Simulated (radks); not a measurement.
Problem. Successive ionisation energies (eV) of one element, from differences of total energies of ions in their ground configurations, starting at charge 44: 7484.7, 7713.3, 8258.7, 8501.6, 8850.7, 9042.7, 37355, 38132. Calculated with a radial shooting solver on a logarithmic mesh with Libxc functionals: Dirac Kohn-Sham, exchange-only PBE, spin-unpolarised, spherical densities, finite nucleus; open shells fill j = l - 1/2 first; Fermi nuclear charge, rms radius 4.7423 fm. Which element is it?

Solution. Tellurium (Z = 52). The first species listed is Te44+ in [He] 2s2 2p4, the last Te51+ in 1s1.
